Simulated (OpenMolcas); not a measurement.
As2+: RASPT2 settings compared

```yaml
Program: OpenMolcas 26.06
Basis: ANO-R3 [7s6p5d3f2g]
Scalar_Hamiltonian: X2C, finite nucleus
Active_space: 3 electrons in 9 orbitals (RAS2 4s 4p; RAS3 4d, at most 2 electrons)
State_averaging: 2S+1 = 4 odd, 1 root; 2S+1 = 2 odd, 11 roots; 2S+1 = 4 even, 3 roots; 2S+1 = 2 even, 9 roots
Spin-orbit_coupling: RASSI with atomic mean-field integrals over the reference wave functions, term energies averaged over their components
```

Methods on the same reference wave functions:
A. RASSCF
B. SS-RASPT2, IPEA 0.3 Eh, sigma1 regulariser 0.3 Eh (closed shells correlated: 3s 3p 3d)
C. SS-RASPT2, IPEA 0.15 Eh, imaginary shift 0.15 Eh (closed shells correlated: 3d)
D. SS-RASPT2, IPEA 0.3 Eh, no level shift (closed shells correlated: 3d)
E. MS-RASPT2, IPEA 0.15 Eh, imaginary shift 0.15 Eh (closed shells correlated: 3d)

Energies in cm⁻¹ above 4s² 4p ²P°_1/2, the measured ground level; measured values from Moore, Atomic Energy Levels, vol. II, NSRDS-NBS 35 (1971 reprint of NBS Circular 467, 1952).

```tsv
Level	A	B	C	D	E	Measured
4s² 4p ²P°_1/2	0.0	0.0	0.0	0.0	0.0	0.0
4s² 4p ²P°_3/2	2601	2600	2600	2600	2620	2940
4s 4p² ⁴P_1/2	59785	64870	64570	64610	64680	
4s 4p² ⁴P_3/2	60766	65860	65560	65600	65670	
4s 4p² ⁴P_5/2	62236	67320	67020	67060	67130	
4s 4p² ²D_3/2	83265	85350	85180	85320	85290	85309
4s 4p² ²D_5/2	83441	85540	85370	85500	85480	85630
4s 4p² ²S_1/2	108504	107570	107450	107540	107560	107806
4s 4p² ²P_1/2	116791	113640	113510	113740	113620	113938
4s 4p² ²P_3/2	118298	115070	114930	115170	115050	115425
```

Deviations, from unrounded energies. A percentage is the sum of absolute deviations over the sum of measured energies, with the sign that they share, or ± where signs differ.

| Against measurement | Levels | A | B | C | D | E |
| --- | --- | --- | --- | --- | --- | --- |
| mean absolute deviation (cm-1) | 6 | 1800 | 230 | 340 | 200 | 240 |
| fine structure of the ground term (%) | 1 | -11.5 | -11.5 | -11.5 | -11.5 | -11.0 |
| other configurations (%) | 5 | ±2.1 | ±0.2 | -0.3 | ±0.2 | -0.2 |

D lies closest to measurement on these levels and A furthest from it. The largest miss of D in the table is 4s² 4p ²P°_3/2, by -340 cm-1. The ranking rests on the paired levels alone, and a cruder setting can come out closer through cancelling errors.

Among B to E the level of the table that moves most is 4s 4p² ⁴P_3/2, by 300 cm-1 (lowest in C, highest in B). Moves below CASPT2's spread within the term are not significant.

The lowest spin-free term lies below A's lowest term by 0.854 hartree in B, 0.496 hartree in C, 0.495 hartree in D, 0.496 hartree in E.

Term energies are means over components that CASPT2 splits; among the terms shown or strongly mixed into the levels shown the widest spread is 35 cm-1 (4s 4p² ²D, E). Over all roots computed the reference weight is 0.90 to 0.97 in D; the roots of lowest weight are the least certain, and an intruder state may touch them. Active for correlation alone: 4d; no level in the range computed is led by a configuration that fills it, so any true level of that kind is missing. Some terms mix strongly with configurations of 4d, whose occupation reaches 0.17 (4s 4p² ²D). Measured partners are found by configuration, term and J. A level has none where our copy of the source lacks it or the pairing is in doubt (some pairs that miss far off the trend of their configuration count as doubtful), and it then counts in no deviation. Levels of configurations outside the active space are missing. The table leaves out levels that lie high or whose names do not pair safely across all columns.

° marks odd parity.
